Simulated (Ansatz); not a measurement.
Geometry optimisation, RKS B3LYP-D4/def2-mTZVP (Ansatz 0.2.0).

input.yaml

```yaml
crystal:
  periodic: [false, false, false]
  atoms:
    - { symbol: Ga, position_ang: [-0.092862, -0.245896, -0.007158] }
    - { symbol: O, position_ang: [-0.091699, -0.263332, 1.795579] }
    - { symbol: H, position_ang: [-0.96185, -0.410882, 2.188977] }
    - { symbol: H, position_ang: [1.323132, -0.042184, -0.619527] }
    - { symbol: H, position_ang: [-1.469507, -0.504438, -0.711101] }
    - { symbol: Cl, position_ang: [0.236167, 2.967046, 1.176035] }
    - { symbol: H, position_ang: [0.32082, 1.892986, 1.974097] }
basis:
  gaussian: { orbitals: def2-mTZVP }
hamiltonian:
  xc: b3lyp
  dispersion: d4
relax:
  f_tol: 0.03
  max_steps: 50
output:
  orbitals: {}
```

Run as:

```bash
$ ansatz run input.yaml --threads 2 --pin off --max-ram 3072MiB --backend cpu --events-out ev --progress --plain --runs-dir out
```

Q: Where does it end, and by what steps?

A: The run converged. The force dipped under the threshold on the way, but the program's further checks kept it going. After 24 steps the energy has fallen by 0.119 eV; H5 moved furthest, 1.30 Å.

| step | energy less start (eV) | largest force component (eV/Å) | accepted |
| --- | --- | --- | --- |
| 0 | 0.0000 | 0.697 | yes |
| 1 | -0.0481 | 0.442 | yes |
| 2 | -0.0616 | 0.483 | yes |
| 3 | -0.0789 | 0.104 | yes |
| 4 | -0.0805 | 0.034 | yes |
| 5 | -0.0816 | 0.048 | yes |
| 6 | -0.0824 | 0.326 | yes |
| 7 | -0.0923 | 0.044 | yes |
| 8 | -0.0988 | 0.035 | yes |
| 9 | -0.1012 | 0.285 | yes |
| 10 | -0.1043 | 0.306 | yes |
| 11 | -0.1111 | 0.062 | yes |
| 12 | -0.1135 | 0.029 | yes |
| 13 | -0.1122 | 0.309 | no |
| 14 | -0.1150 | 0.082 | yes |
| 15 | -0.1146 | 0.121 | no |
| 16 | -0.1158 | 0.067 | yes |
| 17 | -0.1165 | 0.037 | yes |
| 18 | -0.1171 | 0.061 | yes |
| 19 | -0.1174 | 0.051 | yes |
| 20 | -0.1178 | 0.034 | yes |
| 21 | -0.1181 | 0.035 | yes |
| 22 | -0.1184 | 0.038 | yes |
| 23 | -0.1174 | 0.093 | no |
| 24 | -0.1185 | 0.027 | yes |

```xyz
7
Properties=species:S:1:pos:R:3
Ga -0.138 -0.478 -0.189
O -0.480 0.445 1.341
H -1.209 0.122 1.887
H 1.047 0.129 -0.991
H -1.069 -1.709 -0.449
Cl 0.857 3.005 2.293
H 0.257 1.881 1.905
```

The run took 39 s on 2 threads of Intel(R) Xeon(R) Platinum 8488C (Sapphire Rapids) (shared host), peak memory 0.21 GiB.
